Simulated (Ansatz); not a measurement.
# Telling isomers of CH6BFN apart by their spectra

These gas-phase data were calculated for one isomer of CH6BFN at B3LYP-D3(BJ)/def2-SVP (harmonic, unscaled wavenumbers; equilibrium rotational constants with average atomic masses):

```
rotational constants            : 8.085, 7.443, 4.394 GHz
all wavenumbers above 1500 cm⁻¹ : 3576, 3554, 3435, 3190, 3101, 2399, 1613, 1606
dipole moment                   : 5.18 D (PBE0/def2-TZVPD)
```

Candidates:

(1) `[CH2][NH2+][BH2-]F`, a doublet
(2) `[CH2][B@H-]([NH3+])F`, a doublet

Problem. Assign the data to one candidate and say why.

Solution. Candidate (2). 1 mode lies between 2350 and 2900 cm⁻¹, one for each B–H bond, while (1) has 2.

The same quantities for all candidates:

|  | rotational constants (GHz) | wavenumbers above 1500 cm⁻¹ | dipole (D) | E above the lowest, B3LYP-D3(BJ)/def2-SVP (kcal/mol) |
| --- | --- | --- | --- | --- |
| (1) | 14.81, 4.932, 4.269 | 3544, 3462, 3302, 3166, 2497, 2433, 1605 | 4.56 | 15.4 |
| (2) | 8.085, 7.443, 4.394 | 3576, 3554, 3435, 3190, 3101, 2399, 1613, 1606 | 5.18 | 0.0 |

Harmonic stretches to hydrogen usually lie a few per cent above observed fundamentals. Each candidate is one conformer. Open shells are spin-unrestricted. Programs: Ansatz 0.2.0.
